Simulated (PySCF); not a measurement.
Isomers of C8H10O4. Theory: PySCF 2.14.0, PBE0-D3(BJ)/def2-SVP geometry optimisation, gas phase. Energies are electronic, without zero-point or thermal terms, for one conformer each. No frequencies were run at this level. Point groups hold within 0.08 Å.

Question: Rank from lowest to highest electronic energy at this level (kcal/mol).
A. `[CH2:1]=[C:2]1[C@@H:3]([O:4][C:5]([CH3:6])=[O:7])[C@@H:8]1[O:9][C:10]([CH3:11])=[O:12]` with C2–C3–O4–C5 -178°, C3–O4–C5–C6 -178°, C3–C8–O9–C10 104°, C8–O9–C10–C11 -179°
B. `[CH3:1][CH2:2][O:3][C:4]1=[C:5]([O:6][CH3:7])[C:8](=[O:9])[CH2:10][C:11]1=[O:12]` with C1–C2–O3–C4 180°, C2–O3–C4–C5 -179°, C4–C5–O6–C7 -178°

Answer: B (0.0), A (10.9).

As drawn, the higher has a three-membered ring and a C(=O)–O unit, which the lower lacks.

```csv
SMILES,E (Eh),E rel (kcal/mol),dipole (D),point group,"A, B, C (MHz)"
CCOC1=C(OC)C(=O)CC1=O,-610.61925,0.0,1.59,–,"1420, 687.1, 468.6"
C=C1[C@@H](OC(C)=O)[C@@H]1OC(C)=O,-610.60185,10.9,2.33,near C2,"1206, 613.3, 449.0"
```
